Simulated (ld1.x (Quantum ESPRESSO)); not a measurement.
## Before and after: TM potential for molybdenum (Mo)

Mo, norm-conserving Troullier–Martins (Kleinman–Bylander form), made with ld1.x (Quantum ESPRESSO) 7.5 (PBEsol, scalar-relativistic). Core [Kr], reference 4d5 5s0.5 5p0 (charge +0.5). Waves: 5s (bound): rc 2.55 bohr; 5p (bound, empty): rc 3.45 bohr; 4d (bound): rc 1.90 bohr. Local part: all-electron potential smoothed inside 3.05 bohr (lloc = -1). Core correction: a·sin(br)/r model core inside 1.15 bohr.

All-electron outer shells of the reference configuration (PBEsol, scalar-relativistic, ld1.x):

```json
{"shell": "4p", "level (eV)": "-41.69", "outermost node (bohr)": "0.52", "outermost maximum (bohr)": "1.08"}
{"shell": "4d", "level (eV)": "-6.96", "outermost node (bohr)": "0.53", "outermost maximum (bohr)": "1.38"}
{"shell": "5s", "level (eV)": "-6.88", "outermost node (bohr)": "1.34", "outermost maximum (bohr)": "2.86"}
{"shell": "5p", "level (eV)": "-3.31", "outermost node (bohr)": "1.54", "outermost maximum (bohr)": "3.71"}
```

Change: all radii but the core radius scaled by about 1.17 (s 2.98, p 4.02, d 2.22 bohr); local potential all-electron potential smoothed inside 3.56 bohr (lloc = -1).

Cutoffs: the cutoffs (Ry, on a coarse ladder) from which the occupation-weighted sum of valence levels, in a spherical-Bessel basis at the reference potential, stays within 10 and 1 mRy of its value at 400 Ry; they do not see the model core or the augmentation charge, which bear on the density cutoff. Errors are all-electron minus pseudo energies relative to the spin-unpolarised reference configuration.

Q: How do hardness, ghosts and transferability respond?

A: The potential gets softer (40 Ry and 50 Ry → 35 Ry and 40 Ry); of the 7 tests that both files solve, the error grows in 2 and shrinks in 0 by more than 15 % and 0.3 meV (median size 96.8 → 120.3 meV); neither file shows a bound ghost. A larger radius leaves more room for a smooth pseudo-wave, so fewer plane waves are needed.

```tsv
quantity	base	changed
cutoff, loose	40 Ry	35 Ry
cutoff, tight	50 Ry	40 Ry
loose cutoff by channel (10 mRy a level)	s 6 Ry, d 35 Ry	s 6 Ry, d 30 Ry
bound ghosts	none	none
error for 4d5 5s1 5p0, meV [ΔE -2.74 eV]	-2.5	-2.6
error for 4d5 5s0 5p0, meV [ΔE 4.16 eV]	-5.3	-5.3
error for 4d4 5s0 5p0, meV [ΔE 19.62 eV]	-97	-121
error for 4d3 5s0 5p0, meV [ΔE 46.34 eV]	-574	-642
error for 4d4 5s1 5p1, meV [ΔE 1.02 eV]	-120	-127
error for 4d4 5s2 5p0, meV [ΔE -2.56 eV]	-113	-120
error for 4d5.5 5s0.5 5p0, meV [ΔE -2.45 eV]	-7.0	-10
```
